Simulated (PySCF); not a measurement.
PySCF 2.14 output of an unrestricted revPBE calculation on a single atom or ion in x2c-QZVPPall (11s7p6d4f2g, 108 functions), with scalar relativity by spin-free X2C-1e:

```
SCF conv_tol = 1e-09
number electrons alpha = 14  beta = 14
    Y. Zhang and W. Yang.,  Phys. Rev. Lett. 80, 890 (1998)
    J. P. Perdew, K. Burke, and M. Ernzerhof.,  Phys. Rev. Lett. 77, 3865 (1996)
    J. P. Perdew, K. Burke, and M. Ernzerhof.,  Phys. Rev. Lett. 78, 1396 (1997)
cycle= 1 E= -1794.84216487461  delta_E= -0.0126  |g|= 0.264  |ddm|= 0.125
cycle= 2 E= -1794.81441023696  delta_E= 0.0278  |g|= 0.573  |ddm|= 0.146
cycle= 3 E= -1794.85239522751  delta_E= -0.038  |g|= 0.0447  |ddm|= 0.0917
cycle= 4 E= -1794.85268378637  delta_E= -0.000289  |g|= 0.000684  |ddm|= 0.00808
cycle= 5 E= -1794.85268386069  delta_E= -7.43e-08  |g|= 2.35e-05  |ddm|= 0.000142
cycle= 6 E= -1794.85268386075  delta_E= -6.28e-11  |g|= 3.53e-07  |ddm|= 4.13e-06
converged SCF energy = -1794.85268386075  <S^2> = 1.7763568e-15  2S+1 = 1
```

The run itself started from symmetry-adapted Hartree-Fock orbitals and held the occupation by maximum overlap, on a logarithmic radial grid, so the iterations belong to that start.

Task: Which element, charge and spin multiplicity is this?

Result: Zn(2+) (zinc, charge +2), multiplicity 1; the state was [Ar] 3d10, closed-shell 1S.
